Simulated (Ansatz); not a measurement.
Program: Ansatz. Geometries: PBE0-D4/def2-TZVP. ΔE: electronic, gas phase. CCSD(T)/CBS adds triple-zeta CCSD(T) − MP2 to the extrapolated MP2 energy (def2 sets, frozen cores). Functionals use def2-TZVPP. HSE06 is defined as in plane-wave codes. def2 core potentials past Kr. For Te outer-core shells are correlated without core-valence functions, which leaves a few kJ/mol of doubt a bond. One conformer a species, not always the lowest.

Consider the redistribution: `S[SiH2][TeH]` + `NC1O[SiH2]1` → `N[SiH2][TeH]` + `SC1O[SiH2]1`.

`S[SiH2][TeH]`:

```xyz
7

S    -1.521   -0.075    1.521
Si    0.329    0.058    0.471
Te    0.147   -1.178   -1.689
H    -2.248    0.463    0.527
H     0.727    1.455    0.166
H     1.307   -0.549    1.404
H     1.259   -0.173   -2.400
```

`NC1O[SiH2]1`:

Cartesian coordinates in Å:
```
N -0.362 0.332 1.466
C -0.555 -0.205 0.188
O 0.478 -1.186 -0.328
Si 0.427 0.158 -1.290
H -0.466 -0.359 2.199
H 0.519 0.812 1.579
H -1.542 -0.650 0.078
H -0.083 0.014 -2.673
H 1.583 1.084 -1.219
```

`N[SiH2][TeH]`:

Cartesian coordinates in Å:
```
N -1.241 -0.101 -0.641
Si 0.447 -0.299 -0.421
Te 1.349 -0.206 1.923
H -1.878 -0.731 -0.178
H -1.618 0.833 -0.657
H 1.104 0.757 -1.227
H 0.847 -1.660 -0.856
H 0.990 1.407 2.056
```

`SC1O[SiH2]1`:

Cartesian coordinates in Å:
```
S 0.811 0.593 -1.687
C 0.589 0.048 -0.019
O -0.169 -1.197 0.183
Si -1.047 0.090 0.759
H 1.768 -0.287 -2.037
H 1.497 0.063 0.580
H -1.206 0.193 2.224
H -2.244 0.497 -0.004
```

| level | ΔE (eV) |
| --- | --- |
| B97M-V | 0.04 |
| r2SCANh-D4 | 0.03 |
| ωB97X-V | 0.02 |
| revPBE | 0.08 |
| r2SCAN0 | 0.03 |
| HSE06 | 0.06 |
| CAM-B3LYP | -0.01 |
| MP2/CBS(def2) | -0.02 |

(1) What does CCSD(T)/CBS give? (Best estimate.)

Largest T1 diagnostic among the species: 0.015.

## Answers

(1) Ansatz gave: -0.01 eV. The listed levels differ from it by 0.05, 0.04, 0.03, 0.09, 0.04, 0.07, 0.00, -0.01 eV.

At CCSD(T), def2-SVP lies +0.13 eV from the extrapolated value and def2-TZVPP +0.01 eV. Leaving LDA and LC-ωPBE aside and taking each functional with its dispersion term where it has one, the values, not all of them listed here, spread over 0.09 eV, from CAM-B3LYP-D4 to revPBE-D4.
